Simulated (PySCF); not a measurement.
SnCl3Br, SMILES [Br][Sn]([Cl])([Cl])[Cl]. Atoms are numbered in the order given.

```xyz
5

Cl    -1.9073     1.1012     1.1410
Sn     0.0000     0.0000     0.3375
Cl     0.0000    -2.2024     1.1410
Cl     1.9073     1.1012     1.1410
Br     0.0000     0.0000    -2.1448
```

Geometry: PBE-D3(BJ)/def2-SVP. The structure was generated by enumeration; whether it is a known compound was not checked. The def2 effective core potentials stand for the cores of Sn; spin–orbit coupling is left out.

Calculation: PySCF with PBE/def2-TZVP.

Atomic charges (e):

| atom | Mulliken | Löwdin |
|---|---|---|
| Cl1 | -0.27 | 0.09 |
| Sn2 | 1.02 | -0.39 |
| Cl3 | -0.27 | 0.09 |
| Cl4 | -0.27 | 0.09 |
| Br5 | -0.22 | 0.12 |
